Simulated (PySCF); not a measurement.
H4InNO. Atoms are numbered in the order given.

```xyz
7

In    -0.1987    -0.1066    -0.1801
H     -1.4383    -0.6523    -1.2274
O      0.4897     1.7756    -0.1688
H      0.0495     2.3402    -0.8125
N      0.7029    -1.1164     1.3111
H      1.5463    -0.7260     1.7190
H      0.7429    -2.1294     1.3169
```

The structure is a stationary point at PBE0-D3(BJ)/def2-SVP. The def2 effective core potentials stand for the cores of In; spin–orbit coupling is left out. The values are those of a single conformer.

Computed with PBE0/def2-TZVPD in PySCF.

The total energy is -322.44246 hartree. The highest occupied level comes out as -7.17 eV. The lowest empty level is -0.96 eV and the orbital gap is 6.21 eV. The dipole moment comes out as 2.00 D, the quadrupole, principal values (traceless, Buckingham form, about the centre of nuclear charge) is -6.34, -0.69, 7.03 D·Å and the mean static polarisability is 52.1 bohr³ (7.73 Å³). The polarisability, principal values is 42.1, 54.4, 59.9 bohr³.
